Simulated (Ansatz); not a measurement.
Ansatz (an electronic-structure program) job for Bi(Cl)2(SiH3) (BiCl₂H₃Si), SMILES [Bi]([Cl])([SiH3])[Cl], CAM-B3LYP/def2-SVPD. Geometry optimised at r2SCAN-D4/def2-SVP. The structure was generated by enumeration; whether it is a known compound was not checked. The def2 effective core potentials stand for the cores of Bi; spin–orbit coupling is left out.

Ansatz 0.2 input:
```yaml
crystal:
  periodic: [false, false, false]
  atoms:
    - {symbol: Bi, position_ang: [0.49432382, -0.22314183, 0.00000000]}
    - {symbol: Cl, position_ang: [-1.02585033, -0.66619399, -1.92336458]}
    - {symbol: Cl, position_ang: [-1.02585033, -0.66619399, 1.92336458]}
    - {symbol: Si, position_ang: [-0.33414529, 2.34250076, 0.00000000]}
    - {symbol: H, position_ang: [0.17513549, 3.03925891, 1.22018740]}
    - {symbol: H, position_ang: [-1.82220259, 2.29783904, 0.00000001]}
    - {symbol: H, position_ang: [0.17513549, 3.03925892, -1.22018739]}
basis:
  gaussian:
    orbitals: def2-SVPD
hamiltonian:
  xc: {name: CAM-B3LYP}
```

Output:

```
WARN ansatz: RAYON_NUM_THREADS=1 ignored (pool sized by the plan → 1); use --threads N
Functional definition: CAM-B3LYP
integrals: 0.10 GiB planned
1373 factors; their error is unknown
integrals: 0.13 GiB planned
520 factors; integrals over basis functions are off by at most 2.3e-5 eV
mean field: 0.95 GiB planned
mean field evaluation 1: about -38802.0802 eV, gradient 2.5e1 eV
mean field evaluation 2: about -38801.4921 eV, gradient 3.1e1 eV
mean field evaluation 4: about -38804.2470 eV, gradient 3.6e-1 eV
mean field evaluation 8: about -38804.5205 eV, gradient 1.8e-1 eV
mean field evaluation 16: about -38804.5205 eV, gradient 6.7e-5 eV
mean field -38804.52052652 eV, -1426.0398267008 hartree, gradient 6.7e-5 eV, S^2 0.000000; 0 other end points of the search recorded, 0 dependent functions left out
reference -38804.52066330 eV, -1426.0398317275 hartree; 37, 37 occupied and 97, 97 virtual orbitals, 1373 factors
Total energy: -38804.52066330 eV, -1426.0398317275 hartree
```

Self-consistency was reached.

Cost: very roughly 10 core-seconds.
